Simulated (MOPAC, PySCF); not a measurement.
H$_{2}$OSi, SMILES `O=[SiH2]` (lower singlet), neutral singlet in the gas phase. This singlet lies 2.76 eV below the relaxed triplet at the level composite: frozen-core CCSD(T) with HF/cc-pVQZ and the correlation energy extrapolated as X^-3 from cc-pVTZ and cc-pVQZ, plus phaseless AFQMC minus CCSD(T) in cc-pVTZ // B3LYP-D3(BJ)/def2-TZVP (Ansatz).

Cartesian coordinates (Å):
SMILES: O=[SiH2]
```xyz
4

O      1.4533    -0.5473     0.0601
Si     0.0324    -0.0122     0.0013
H     -1.1746    -0.8687    -0.0481
H     -0.3111     1.4281    -0.0134
```
Charge 0, multiplicity 1.

All levels are single points at this geometry (B3LYP-D3(BJ)/def2-TZVP); Pople sets use spherical d functions. Orbital energies aren't observables, and empty levels follow the basis.

PM6 in MOPAC gives dipole (D) = 4.20.

Estimate the dipole (D) from each of these levels: B3LYP-D3(BJ)/def2-TZVP in PySCF; PBE-D3(BJ)/def2-TZVP in PySCF; B3LYP/3-21G in PySCF; B3LYP/6-31G* in PySCF; M06-2X/6-31G* in PySCF; SVWN5/6-31G* in PySCF; HF/3-21G in PySCF; HF/6-31G* in PySCF; HF/STO-3G in PySCF; AM1 in MOPAC; PM3 in MOPAC; PM7 in MOPAC.


```
level                            dipole (D)
-------------------------------  ----------
B3LYP-D3(BJ)/def2-TZVP in PySCF        3.69
PBE-D3(BJ)/def2-TZVP in PySCF          3.40
B3LYP/3-21G in PySCF                   2.89
B3LYP/6-31G* in PySCF                  3.41
M06-2X/6-31G* in PySCF                 3.66
SVWN5/6-31G* in PySCF                  3.22
HF/3-21G in PySCF                      3.74
HF/6-31G* in PySCF                     4.23
HF/STO-3G in PySCF                     2.24
AM1 in MOPAC                           2.65
PM3 in MOPAC                           2.64
PM7 in MOPAC                           3.74
```
